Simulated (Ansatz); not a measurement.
`FC[SiH2]Br` + `BO` → `BO[SiH2]Br` + fluoromethane at 500 K and 1 bar (ligand exchange at the Si–C bond).

Gas-phase electronic energies from Ansatz, PBE0-D4/def2-TZVP geometries. CCSD(T)/CBS is the MP2 limit (def2-TZVPP, def2-QZVPP) plus CCSD(T) − MP2 in def2-TZVPP, frozen cores. This one scheme is used for every species. For Br outer-core shells are correlated without core-valence functions, which leaves a few kJ/mol of doubt a bond. Scalar relativity is left out up to krypton. One conformer a species, not always the lowest.

```tsv
species	CCSD(T)/CBS energy (Eh)	H − E (kJ/mol)	S (J/(mol·K))
`FC[SiH2]Br`	-3002.67960	164.1	384.6
`BO`	-101.80414	113.6	256.0
`BO[SiH2]Br`	-2964.89003	156.0	391.5
`CF`	-139.63461	122.2	244.8
```

H − E and S are ideal-gas, rigid-rotor, harmonic terms from PBE0-D4/def2-TZVP, for one conformer and one mirror image of each species. 1 Eh = 2625.50 kJ/mol, R = 8.31446 J/(mol·K).

Q: By hand: ΔE, ΔH, ΔS and ΔG.

A: ΔE = (-2964.89003) + (-139.63461) − (-3002.67960) − (-101.80414) = -0.04090 Eh = -107.4 kJ/mol. Δ(H − E) = 156.0 + 122.2 − 164.1 − 113.6 = 0.5, so ΔH = -106.9 kJ/mol. ΔS = 391.5 + 244.8 − 384.6 − 256.0 = -4.3 J/(mol·K). ΔG = -106.9 − 500 × (-4.3)/1000 = -104.8 kJ/mol.

Q: By hand: the equilibrium constant, and the temperature at which ΔG would vanish if ΔH and ΔS stayed fixed.

A: log₁₀ K = −ΔG/(RT ln 10) = 10.9. ΔG = 0 at ΔH/ΔS = 24860 K, far beyond where these terms or the molecules hold.

The number of gas molecules stays the same, so ΔS is small and ΔH decides. A doubt of 5 kJ/mol in ΔE shifts log₁₀ K by 0.5 here. Other conformers and mirror images would add mixing entropy, several J/(mol·K) or more a flexible species. Modes under 60 cm⁻¹, often nearly free rotors, make the harmonic entropy too high. These are equilibria of isolated gas molecules and say nothing of rates. Largest T1 diagnostic: 0.014 (customary marks: 0.02 for closed shells, 0.045 for open ones).
